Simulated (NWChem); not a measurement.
CH₄OSi, singlet; SMILES CO[SiH]

```xyz
7

Si     0.0045     1.2375     0.0000
H     -1.5233     0.9278     0.0000
O      0.5242    -0.3401     0.0000
C     -0.1814    -1.5511     0.0000
H      0.0916    -2.1398    -0.8908
H      0.0916    -2.1398     0.8908
H     -1.2741    -1.3855     0.0000
```
Atoms are numbered in this order, from 1.

Program: NWChem. Pople sets run with spherical d functions. Low-valent species are run as closed-shell singlets; no triplet was tried in these runs. Geometry: optimised at PBE0/def2-SVP. Core excitations by TDA in a window of 1s orbitals, non-relativistic and unshifted: absolute energies depend strongly on the exact-exchange share.

For level C K edge, B3LYP/def2-TZVP:

| Item | Value |
|---|---|
| first 1s excitation (eV) | 275.1 |
| dipole oscillator strength of the first | 0.0000 |
| first state with f > 0.002 (eV) | 277.3 |
| dipole oscillator strength of that state | 0.0127 |

Task: What are these values for level O K edge, PBE0/6-311G**?

Result: first 1s excitation (eV): 518.8
dipole oscillator strength of the first: 0.0159
first state with f > 0.002 (eV): 518.8
dipole oscillator strength of that state: 0.0159
